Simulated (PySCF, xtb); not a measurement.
CCl3, SMILES Cl[C+](Cl)Cl, charge +1.

Harmonic wavenumbers (cm⁻¹) from GFN2-xTB (xtb) at its own minimum, in rising order: 269, 269, 445, 506, 822, 823.

Q: What does r2SCAN-D4/def2-SVP (PySCF 2.14.0) give at its own minimum? (The exact figures need the calculation; the answer reports its results.)

A: 318, 319, 525, 548, 1048, 1048. Paired by order, the mean absolute difference is 112 cm⁻¹ and the zero-point energies are 4.5 and 5.4 kcal/mol.
